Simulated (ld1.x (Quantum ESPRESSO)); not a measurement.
## Reading a pseudo-wave (dysprosium (Dy))

Columns: radius, all-electron u(r) and pseudo u(r) of the 5d shell (level -2.31 eV) of dysprosium in the configuration [Kr] 4d10 4f9 5s2 5p6 5d1 6s2 6p0; PBE, scalar-relativistic, TM scheme, ld1.x (Quantum ESPRESSO) 7.5.

| r (bohr) | all-electron | pseudo |
| --- | --- | --- |
| 0.163 | 0.1492 | 0.0021 |
| 0.325 | -0.1495 | 0.0161 |
| 0.488 | -0.2506 | 0.0510 |
| 0.650 | -0.1254 | 0.1104 |
| 0.813 | 0.0682 | 0.1924 |
| 0.975 | 0.2470 | 0.2880 |
| 1.138 | 0.3884 | 0.3868 |
| 1.300 | 0.4886 | 0.4760 |
| 1.463 | 0.5545 | 0.5476 |
| 1.625 | 0.5928 | 0.5960 |
| 1.788 | 0.6109 | 0.6218 |
| 1.950 | 0.6143 | 0.6282 |
| 2.113 | 0.6078 | 0.6203 |
| 2.275 | 0.5945 | 0.6036 |
| 2.438 | 0.5767 | 0.5821 |
| 2.600 | 0.5565 | 0.5590 |
| 2.763 | 0.5347 | 0.5356 |
| 2.925 | 0.5124 | 0.5126 |
| 3.088 | 0.4898 | 0.4898 |
| 3.250 | 0.4673 | 0.4673 |
| 3.413 | 0.4450 | 0.4450 |
| 3.575 | 0.4231 | 0.4231 |
| 3.738 | 0.4015 | 0.4015 |
| 3.900 | 0.3805 | 0.3805 |
| 4.063 | 0.3600 | 0.3600 |
| 4.225 | 0.3403 | 0.3403 |

**Question.** How many radial nodes do the two functions have?

**Answer.** The all-electron 5d function has n − l − 1 = 2; the pseudo-wave has 0, since the states of the same l below it are removed with the core.

**Question.** At about which radius was the pseudo-wave matched?

**Answer.** 3.25 bohr. The columns agree to 0.0005 from 2.92 bohr on; several derivatives are matched, so the curves merge somewhat inside the radius.

**Question.** Where does each function peak?

**Answer.** Outermost all-electron maximum near 1.95 bohr, pseudo maximum near 1.95 bohr (to the table’s step).

**Question.** Is the pseudo-wave norm-conserving?

**Answer.** Yes: the TM scheme keeps the norm inside the radius equal to the all-electron one, which fixes the energy derivative of the logarithmic derivative at the level.
